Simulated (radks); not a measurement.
Effect of the nuclear size on neutral molybdenum, [Kr] 4d5 5s1. All-electron calculation, Dirac Kohn-Sham, LDA (Slater exchange, Perdew-Wang correlation), spin-unpolarised, spherical densities, finite nucleus; open shells are shared between the two j in proportion to 2j + 1; Fermi nuclear charge, rms radius 4.4091 fm. Program: a radial shooting solver on a logarithmic mesh with Libxc functionals. The rms radius is varied about that value; shifts are against it.

\begin{tabular}{lrrrrrr}
rms radius (fm) & total energy shift (eV) & density at nucleus (e/bohr^3) & 1s1/2 shift (meV) & 2s1/2 shift (meV) & 4p1/2 shift (meV) & 5s1/2 shift (meV) \\ \hline
3.9461 & -0.294 & 9.155e+04 & -124 & -13.3 & 0.033 & -0.028 \\
4.0431 & -0.235 & 9.131e+04 & -99.4 & -10.6 & 0.026 & -0.022 \\
4.4091 & 0 & 9.046e+04 & 0.000 & 0.000 & 0.000 & 0.000 \\
4.5899 & 0.123 & 9.007e+04 & 51.9 & 5.56 & -0.014 & 0.011 \\
5.3659 & 0.700 & 8.856e+04 & 296 & 31.7 & -0.078 & 0.065 \\
\end{tabular}

Slopes of the eigenvalues against <r^2> in GHz/fm^2, as finite differences over the two radii next to the reference (eigenvalue slopes, not the field-shift constants of lines): 1s1/2 7750, 2s1/2 829, 4p1/2 -2.05, 5s1/2 1.72.
